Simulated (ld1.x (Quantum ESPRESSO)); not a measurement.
**Configuration tests for B (Z = 5) (TM semilocal)**

| Item | Value |
| --- | --- |
| Element | boron (B) |
| Generator | ld1.x (Quantum ESPRESSO) 7.5 |
| Type | norm-conserving Troullier–Martins (semilocal form) |
| Functional | PBE |
| Relativity | scalar-relativistic |
| Frozen core | [He] |
| Valence charge | 3 |
| Reference configuration | 2s2 2p1 |
| Partial waves | 2p (bound): rc 3.25 bohr; 3d channel at 0.3 Ry: rc 3.00 bohr; 2s (bound): rc 1.55 bohr |
| Local potential | the s channel |
| Core correction | a·sin(br)/r model core inside 1.35 bohr |

Energies are relative to the spin-unpolarised reference configuration 2s2 2p1; without spin polarisation the order of configurations can differ from experiment. The frozen-core shift is the all-electron ΔE with the core orbitals held at their reference shape minus the fully relaxed ΔE.

(1) Give the all-electron excitation energy and the error of the potential for: 2s2 2p0; 2s1 2p0; 2s2 2p0.5; 2s1 2p2; 2s2 2p1.3; 2s0 2p3; 2s1 2p1.

## Answers

(1)

```tsv
valence configuration	charge	ΔE all-electron (eV)	error AE − PS (meV)	frozen-core shift (meV)
2s2 2p0	+1	8.220	+118	+0.3
2s1 2p0	+2	33.642	+358	+5.5
2s2 2p0.5	+0.5	2.887	+15	0.0
2s1 2p2	0	5.851	-20	+0.5
2s2 2p1.3	-0.3	-0.738	+0.5	0.0
2s0 2p3	0	11.721	-75	+1.8
2s1 2p1	+1	14.361	-79	+1.0
```
